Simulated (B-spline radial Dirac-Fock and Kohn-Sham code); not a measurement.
## Nb³⁺: eigenvalues, ΔSCF and the reference

System: the Nb³⁺ ion, [Kr] 4d2.

The density-functional columns are spherical, spin-unpolarised Dirac-Kohn-Sham results without Breit or QED terms: −ε is minus the orbital energy of the initial state and ΔSCF the difference of two total energies. The reference in the last column comes from ΔSCF Dirac-Fock with Breit, self-energy and vacuum polarisation, finite nucleus, configuration average. All numbers are from a radial atomic solver, in eV; a selection of levels is shown. For the 1s level of heavy atoms much of the gap between ΔSCF and the reference is the Breit and QED part, -50.3 eV here; for other levels the error of the functional can be larger.

```
level   PBE −ε  PBE ΔSCF   LDA −ε  LDA ΔSCF  Dirac-Fock
   1s  18830.7   19097.7  18804.0   19070.2     19026.0
   2s   2660.6    2707.4   2657.6    2704.5      2744.5
2p1/2   2444.3    2501.7   2443.3    2500.9      2506.8
2p3/2   2348.5    2403.7   2347.7    2403.0      2412.5
   3s    470.1     487.7    469.0     486.7       512.0
3p1/2    388.6     406.5    388.3     406.2       421.9
3p3/2    373.1     390.6    372.8     390.3       406.2
3d3/2    229.3     247.6    229.6     247.9       247.4
3d5/2    226.4     244.6    226.8     244.9       244.7
   4s    88.90     97.34    89.00     97.44       101.8
4p1/2    66.10     74.03    66.26     74.19       73.67
4p3/2    63.91     71.72    64.03     71.83       71.46
   4d    30.59     36.90    30.79     37.09       35.80
```

Problem. Order the estimates of the K (1s) level by their distance from the Dirac-Fock value, nearest first.
A. PBE −ε
B. LDA −ε
C. PBE ΔSCF
D. LDA ΔSCF

Solution. D (44.2 eV), C (71.7 eV), A (195.3 eV), B (222.0 eV).

Values without a named source are computed, but for edge energies of neutral atoms, which are taken from tables.
